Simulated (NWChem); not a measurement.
Program: NWChem. System: HO$_{2}$, charge 0, spin multiplicity 2, displaced from the optimised geometry. The structure started from a generated list of species. Its SCF solution wasn't tested for a lower state. Level: UB3LYP/def2-SVP, VWN1-RPA local correlation.

Input file:

```
start mol
memory heap 200 mb stack 900 mb global 1100 mb
geometry units angstroms nocenter noautoz
  O      0.513324    -0.344993     0.000000
  O     -0.665325     0.299053     0.000000
  H      1.216005     0.367521     0.000000
  symmetry group Cs
end
basis spherical
  * library def2-svp
end
dft
  xc b3lyp
  odft
  mult 2
  semidirect memsize 60000000 filesize 0
  iterations 100
  convergence energy 1e-9 density 1e-8 gradient 1e-7
end
task dft gradient
```

NWChem printed:

```
             Northwest Computational Chemistry Package (NWChem) 7.3.0
             --------------------------------------------------------

                                NWChem Input Module
                                -------------------

 Scaling coordinates for geometry "geometry" by  1.889725989
 (inverse scale =  0.529177249)

 Turning off AUTOSYM since
 SYMMETRY directive was detected!

                             Geometry "geometry" -> ""
                             -------------------------

 Output coordinates in angstroms (scale by  1.889725989 to convert to a.u.)

  No.       Tag          Charge          X              Y              Z
 ---- ---------------- ---------- -------------- -------------- --------------
    1 O                    8.0000     0.51332400    -0.34499300     0.00000000
    2 O                    8.0000    -0.66532500     0.29905300     0.00000000
    3 H                    1.0000     1.21600500     0.36752100     0.00000000

 Effective nuclear repulsion energy (a.u.)      31.6942829317

            Nuclear Dipole moment (a.u.)
            ----------------------------
        X                 Y               Z
 ---------------- ---------------- ----------------
    -0.0000056692     0.0000018897     0.0000000000

      Symmetry information
      --------------------

 Group name             Cs
 Group number              2
 Group order               2
 No. of unique centers     3

      Symmetry unique atoms

     1    2    3


 Summary of "ao basis" -> "" (spherical)
 ------------------------------------------------------------------------------
       Tag                 Description            Shells   Functions and Types
 ---------------- ------------------------------  ------  ---------------------
 *                          def2-svp                  on all atoms

                                 NWChem DFT Module
                                 -----------------

 Summary of "ao basis" -> "ao basis" (spherical)
 ------------------------------------------------------------------------------
       Tag                 Description            Shells   Functions and Types
 ---------------- ------------------------------  ------  ---------------------
 O                          def2-svp                 6       14   3s2p1d
 H                          def2-svp                 3        5   2s1p

 Summary of "ao basis" -> "ao basis" (spherical)
 ------------------------------------------------------------------------------
       Tag                 Description            Shells   Functions and Types
 ---------------- ------------------------------  ------  ---------------------
 O                          def2-svp                 6       14   3s2p1d
 H                          def2-svp                 3        5   2s1p

      Symmetry analysis of basis
      --------------------------

        a'         24
        a"          9

  itol2e modified to match energy
  convergence criterion.
  tol_rho modified to match energy
  convergence criterion.

            General Information
            -------------------
          SCF calculation type: DFT
          Wavefunction type:  spin polarized.
          No. of atoms     :     3
          No. of electrons :    17
           Alpha electrons :     9
            Beta electrons :     8
          Charge           :     0
          Spin multiplicity:     2
          Use of symmetry is: on ; symmetry adaption is: on
          Maximum number of iterations: 100
          AO basis - number of functions:    33
                     number of shells:    15
          Convergence on energy requested:  1.00D-09
          Convergence on density requested:  1.00D-08
          Convergence on gradient requested:  1.00D-07

              XC Information
              --------------
                         B3LYP Method XC Potential
                     Hartree-Fock (Exact) Exchange  0.200
                        Slater Exchange Functional  0.800 local
                    Becke 1988 Exchange Functional  0.720 non-local
              Lee-Yang-Parr Correlation Functional  0.810
                  VWN I RPA Correlation Functional  0.190 local

             Grid Information
             ----------------
          Grid used for XC integration:  medium
          Radial quadrature: Mura-Knowles
          Angular quadrature: Lebedev.
          Tag              B.-S. Rad. Rad. Pts. Rad. Cut. Ang. Pts.
          ---              ---------- --------- --------- ---------
          O                   0.60       49           7.0       434
          H                   0.35       45           6.0       434
          Grid pruning is: on
          Number of quadrature shells:   143
          Spatial weights used:  Erf1

          Convergence Information
          -----------------------
          Convergence aids based upon iterative change in
          total energy or number of iterations.
          Levelshifting, if invoked, occurs when the
          HOMO/LUMO gap drops below (HL_TOL):  1.00D-02
          DIIS, if invoked, will attempt to extrapolate
          using up to (NFOCK): 10 stored Fock matrices.

                    Damping( 0%)  Levelshifting(0.5)       DIIS
                  --------------- ------------------- ---------------
          dE  on:    start            ASAP                start
          dE off:    2 iters        100 iters           100 iters

      Screening Tolerance Information
      -------------------------------
          Density screening/tol_rho:  1.00D-12
          AO Gaussian exp screening on grid/accAOfunc:  21
          CD Gaussian exp screening on grid/accCDfunc:  20
[...]
 Vector   12  Occ=0.000000D+00  E= 5.205882D-01  Symmetry=a'
              MO Center=  1.2D+00,  3.3D-01, -2.2D-16, r^2= 1.4D+00
   Bfn.  Coefficient  Atom+Function         Bfn.  Coefficient  Atom+Function
  ----- ------------  ---------------      ----- ------------  ---------------
    29      1.230546  3 H  s                 30     -1.109749  3 H  s
     3      0.384048  1 O  s                  5     -0.374835  1 O  py
     2     -0.234382  1 O  s                  4     -0.192453  1 O  px
    16      0.167671  2 O  s                  7     -0.145267  1 O  px
    31      0.143782  3 H  px                32      0.127572  3 H  py

                     DFT Final Beta Molecular Orbital Analysis
                     -----------------------------------------

 Vector    6  Occ=1.000000D+00  E=-4.567840D-01  Symmetry=a'
              MO Center= -1.7D-02, -1.7D-01,  7.0D-16, r^2= 1.2D+00
   Bfn.  Coefficient  Atom+Function         Bfn.  Coefficient  Atom+Function
  ----- ------------  ---------------      ----- ------------  ---------------
     5      0.441214  1 O  py                18      0.392156  2 O  px
     8      0.277027  1 O  py                 4     -0.218878  1 O  px
    17     -0.219237  2 O  s                 21      0.217777  2 O  px
     3     -0.166640  1 O  s                 16     -0.140088  2 O  s
     7     -0.126333  1 O  px                 2     -0.120357  1 O  s

 Vector    7  Occ=1.000000D+00  E=-4.086511D-01  Symmetry=a"
              MO Center=  2.1D-01, -1.6D-01, -1.2D-15, r^2= 8.8D-01
   Bfn.  Coefficient  Atom+Function         Bfn.  Coefficient  Atom+Function
  ----- ------------  ---------------      ----- ------------  ---------------
     6      0.543727  1 O  pz                 9      0.387440  1 O  pz
    20      0.297285  2 O  pz                23      0.210888  2 O  pz

 Vector    8  Occ=1.000000D+00  E=-2.760033D-01  Symmetry=a'
              MO Center= -4.2D-01,  1.9D-01, -8.6D-16, r^2= 9.4D-01
   Bfn.  Coefficient  Atom+Function         Bfn.  Coefficient  Atom+Function
  ----- ------------  ---------------      ----- ------------  ---------------
    19      0.569273  2 O  py                22      0.413216  2 O  py
    18      0.258425  2 O  px                 5     -0.252873  1 O  py
    29     -0.212310  3 H  s                 21      0.201408  2 O  px
     3      0.165640  1 O  s                  8     -0.155247  1 O  py
     2      0.088066  1 O  s                 30     -0.064179  3 H  s

 Vector    9  Occ=0.000000D+00  E=-1.177228D-01  Symmetry=a"
              MO Center= -3.4D-01,  1.3D-01, -7.4D-17, r^2= 9.8D-01
   Bfn.  Coefficient  Atom+Function         Bfn.  Coefficient  Atom+Function
  ----- ------------  ---------------      ----- ------------  ---------------
    20      0.568432  2 O  pz                23      0.492110  2 O  pz
     6     -0.384830  1 O  pz                 9     -0.314557  1 O  pz

 Vector   10  Occ=0.000000D+00  E= 2.283504D-02  Symmetry=a'
              MO Center=  1.3D+00,  5.0D-01, -2.6D-16, r^2= 2.0D+00
   Bfn.  Coefficient  Atom+Function         Bfn.  Coefficient  Atom+Function
  ----- ------------  ---------------      ----- ------------  ---------------
    30      1.263921  3 H  s                  3     -0.782628  1 O  s
     8     -0.341453  1 O  py                 5     -0.267088  1 O  py
    29      0.210517  3 H  s                  7     -0.200252  1 O  px
     2     -0.197659  1 O  s                 18      0.151997  2 O  px
    21      0.137190  2 O  px                 4     -0.135020  1 O  px

 Vector   11  Occ=0.000000D+00  E= 1.272477D-01  Symmetry=a'
              MO Center= -5.1D-02,  3.5D-02,  2.4D-15, r^2= 1.2D+00
   Bfn.  Coefficient  Atom+Function         Bfn.  Coefficient  Atom+Function
  ----- ------------  ---------------      ----- ------------  ---------------
     7      0.701348  1 O  px                21      0.626363  2 O  px
    17      0.571633  2 O  s                  4      0.495921  1 O  px
    18      0.472252  2 O  px                 3     -0.397110  1 O  s
    22     -0.354359  2 O  py                30     -0.334304  3 H  s
    16      0.269115  2 O  s                 19     -0.256559  2 O  py

   alpha - beta orbital overlaps
   -----------------------------

   alpha      1      2      3      4      5      6      7      8      9     10
    beta      1      2      3      4      5      7      6      9      8     10
 overlap   1.000  1.000  0.999  0.997  0.996  0.979  0.998  0.978  1.000  0.998

   alpha     11     12     13     14     15     16     17     18     19     20
    beta     11     12     13     15     14     16     18     17     19     20
 overlap   0.998  1.000  0.996  0.983  0.998  0.998  0.982  0.998  0.999  0.999

   alpha     21     22     23     24     25     26     27     28     29     30
    beta     21     22     23     24     25     26     27     28     29     30
 overlap   1.000  1.000  1.000  1.000  0.998  0.964  0.999  0.965  0.999  1.000

   alpha     31     32     33
    beta     31     32     33
 overlap   1.000  0.999  1.000

     --------------------------
     Expectation value of S2:
     --------------------------
      <S2> =      0.7526 (Exact =     0.7500)

 center of mass
 --------------
 x =  -0.06904991 y =  -0.02086918 z =   0.00000000

 moments of inertia (a.u.)
 ------------------
          12.378341348846          19.919278158728           0.000000000000
          19.919278158728          45.499394252357           0.000000000000
           0.000000000000           0.000000000000          57.877735601203

     Multipole analysis of the density
     ---------------------------------

     L   x y z        total         alpha         beta         nuclear
     -   - - -        -----         -----         ----         -------
     0   0 0 0     -0.000000     -9.000000     -8.000000     17.000000

     1   1 0 0      0.827096      0.753757      0.073345     -0.000006
     1   0 1 0      0.356392      0.055061      0.301329      0.000002
     1   0 0 1     -0.000000     -0.000000     -0.000000      0.000000

     2   2 0 0     -6.717743    -17.001611    -15.170461     25.454329
     2   1 1 0      1.035312      5.494206      4.688664     -9.147558
     2   1 0 1      0.000000      0.000000      0.000000      0.000000
     2   0 2 0     -8.380033     -7.732117     -7.085454      6.437538
     2   0 1 1     -0.000000     -0.000000     -0.000000      0.000000
     2   0 0 2     -7.890674     -4.412901     -3.477773      0.000000

  itol2e modified to match energy
  convergence criterion.

            General Information
            -------------------
          SCF calculation type: DFT
          Wavefunction type:  spin polarized.
          No. of atoms     :     3
          No. of electrons :    17
           Alpha electrons :     9
            Beta electrons :     8
          Charge           :     0
          Spin multiplicity:     2
          Use of symmetry is: on ; symmetry adaption is: on
          Maximum number of iterations: 100
          AO basis - number of functions:    33
                     number of shells:    15
          Convergence on energy requested:  1.00D-09
          Convergence on density requested:  1.00D-08
          Convergence on gradient requested:  1.00D-07

              XC Information
              --------------
                         B3LYP Method XC Potential
                     Hartree-Fock (Exact) Exchange  0.200
                        Slater Exchange Functional  0.800 local
                    Becke 1988 Exchange Functional  0.720 non-local
              Lee-Yang-Parr Correlation Functional  0.810
                  VWN I RPA Correlation Functional  0.190 local

             Grid Information
             ----------------
          Grid used for XC integration:  medium
          Radial quadrature: Mura-Knowles
          Angular quadrature: Lebedev.
          Tag              B.-S. Rad. Rad. Pts. Rad. Cut. Ang. Pts.
          ---              ---------- --------- --------- ---------
          O                   0.60       49           7.0       434
          H                   0.35       45           6.0       434
          Grid pruning is: on
          Number of quadrature shells:   143
          Spatial weights used:  Erf1

          Convergence Information
          -----------------------
          Convergence aids based upon iterative change in
          total energy or number of iterations.
          Levelshifting, if invoked, occurs when the
          HOMO/LUMO gap drops below (HL_TOL):  1.00D-02
          DIIS, if invoked, will attempt to extrapolate
          using up to (NFOCK): 10 stored Fock matrices.

                    Damping( 0%)  Levelshifting(0.5)       DIIS
                  --------------- ------------------- ---------------
          dE  on:    start            ASAP                start
          dE off:    2 iters        100 iters           100 iters

      Screening Tolerance Information
      -------------------------------
          Density screening/tol_rho:  1.00D-12
          AO Gaussian exp screening on grid/accAOfunc:  21
          CD Gaussian exp screening on grid/accCDfunc:  20
          XC Gaussian exp screening on grid/accXCfunc:  20
          Schwarz screening/accCoul:  1.00D-10

                            NWChem DFT Gradient Module
                            --------------------------

  charge          =   0.00
  wavefunction    = open shell

  Using symmetry

                         DFT ENERGY GRADIENTS

    atom               coordinates                        gradient
                 x          y          z           x          y          z
   1 O       0.970042  -0.651942   0.000000    0.006780  -0.020127   0.000000
   2 O      -1.257282   0.565128   0.000000   -0.019880   0.009361   0.000000
   3 H       2.297916   0.694514   0.000000    0.013100   0.010766   0.000000

                 ----------------------------------------
                 |  Time  |  1-e(secs)   |  2-e(secs)   |
                 ----------------------------------------
                 |  CPU   |       0.00   |       0.05   |
                 ----------------------------------------
                 |  WALL  |       0.00   |       0.05   |
                 ----------------------------------------

 Task  times  cpu:        0.5s     wall:        0.5s

 Total times  cpu:        0.5s     wall:        0.5s
```
